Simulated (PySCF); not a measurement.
PySCF input:

```python
from pyscf import gto, scf, mp, cc as ccmod

mol = gto.M(
    atom='''
    S    -0.92033396    0.01263961    0.45810799
    S     0.82388438    0.04083510   -0.47353801
    H     1.54319333   -0.85559544    0.24688016
    ''',
    basis='cc-pvdz',
    charge=0,
    spin=1,
    verbose=4,
)

mf = scf.UHF(mol)
mf.conv_tol = 1e-10
mf.max_cycle = 100
mf.kernel()
mo, _, stable, _ = mf.stability(return_status=True)
if not stable:
    mf.kernel(mf.make_rdm1(mo, mf.mo_occ))
mp2 = mp.MP2(mf, frozen=10).run()
cc = ccmod.CCSD(mf, frozen=10)
cc.max_cycle = 100
cc.kernel()
et = cc.ccsd_t()
print(f'E(CCSD(T)) = {cc.e_tot + et:.9f}')
```

Q: Predict the final energy.

A: -795.91721 Eh (CCSD(T)/cc-pVDZ).

It need not be the lowest isomer of its formula.
